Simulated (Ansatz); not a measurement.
This geometry of CH₇BSn (10 atoms, charge 0, multiplicity 1) is a first-order saddle point.

These are results of RKS r2SCAN-D4/def2-SVP (Ansatz), not measurements.

```xyz
10
Properties=species:S:1:pos:R:3
C -1.206 0.825 -0.611
B 0.011 -0.145 -0.734
Sn 1.473 -0.438 0.858
H -2.160 0.333 -0.866
H -1.050 1.594 -1.393
H -1.315 1.353 0.348
H 0.130 -0.929 -1.647
H 2.765 -1.557 0.813
H 1.455 0.375 2.365
H -0.018 -1.463 0.870
```

Problem. Which two structures does it join? (They come from a converged band through this point; their orientation in space is the band's.)

Solution. Bonds formed: B2–H10.

Image 0:

```xyz
10
Properties=species:S:1:pos:R:3
C -1.200 0.953 -0.686
B -0.289 -0.303 -0.687
Sn 1.179 -0.782 0.966
H -2.141 0.840 -1.249
H -0.594 1.675 -1.282
H -1.384 1.438 0.284
H -0.294 -1.041 -1.649
H 2.794 -0.880 0.387
H 1.172 0.363 2.250
H 0.840 -2.315 1.668
```

Image 6:

```xyz
10
Properties=species:S:1:pos:R:3
C -1.205 0.793 -0.583
B -0.113 -0.344 -0.585
Sn 1.697 -0.218 0.751
H -2.186 0.346 -0.833
H -1.004 1.538 -1.371
H -1.324 1.327 0.373
H 0.168 -0.989 -1.569
H 2.668 -1.650 0.930
H 1.506 0.263 2.417
H -0.124 -1.118 0.473
```

Problem. How far does it lie above each of them?

Solution. 8.0 kcal/mol above the first and 11.5 kcal/mol above the second. This is the barrier of this one path; another mechanism may lie lower.

Time of the run: 90 s on 2 threads of Intel(R) Xeon(R) Platinum 8488C (Sapphire Rapids), on a shared host, peak memory 0.17 GiB.
